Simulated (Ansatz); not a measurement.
Reaction (hydrogen abstraction from a Ge–H bond): `[SH][GeH3]` + `[OH]`• → `[SH][GeH2]`• + H₂O

Program: Ansatz. Geometries: PBE0-D4/def2-TZVP. ΔE: electronic, gas phase. CBS: MP2 limit from def2 TZ/QZ plus the TZ coupled-cluster correction, frozen cores. This one scheme is used for every species. Functionals use def2-TZVPP. HSE06 is defined as in plane-wave codes. Open shells (•) are unrestricted, without spin–orbit coupling. For Ge outer-core shells are correlated without core-valence functions, which leaves a few kJ/mol of doubt a bond. Scalar relativity is left out up to krypton.

Question: Is it downhill or uphill in electronic energy at CCSD(T)/CBS, and by how much? (Best estimate.)

Answer: Ansatz gave: Downhill: ΔE = -1.65 eV.

Question: What do these levels give: r2SCAN0-D4, BHLYP-D4, PBE-QIDH, HSE06, BHLYP, CAM-B3LYP, RPA@PBE/def2-TZVPP, MP2/def2-TZVPP, CCSD/def2-TZVPP, CCSD(T)/def2-TZVPP, SCS-MP2/def2-QZVPP, MP2/CBS(def2)? (Best estimate.)

Answer: Computed: r2SCAN0-D4 -1.53, BHLYP-D4 -1.38, PBE-QIDH -1.60, HSE06 -1.67, BHLYP -1.39, CAM-B3LYP -1.61, RPA@PBE/def2-TZVPP -1.37, MP2/def2-TZVPP -1.79, CCSD/def2-TZVPP -1.48, CCSD(T)/def2-TZVPP -1.55, SCS-MP2/def2-QZVPP -1.68, MP2/CBS(def2) -1.89 eV.

Question: What do rigid-rotor, harmonic-oscillator terms from PBE0-D4/def2-TZVP frequencies (298.15 K, 1 bar) make of the CCSD(T)/CBS value? (Estimate.)

Answer: Computed: ΔZPE = +0.11 eV, ΔH = -1.54 eV, ΔS = 4 J/(mol·K), ΔG = -1.55 eV. Open shells count their whole term as degenerate.

Largest T1 diagnostic among the species: 0.014.

From r2SCAN to r2SCAN0 (25 % exact exchange), in def2-TZVPP and without D4, ΔE moves by +0.12 eV. At CCSD(T), def2-SVP lies +0.25 eV from the extrapolated value and def2-TZVPP +0.09 eV.
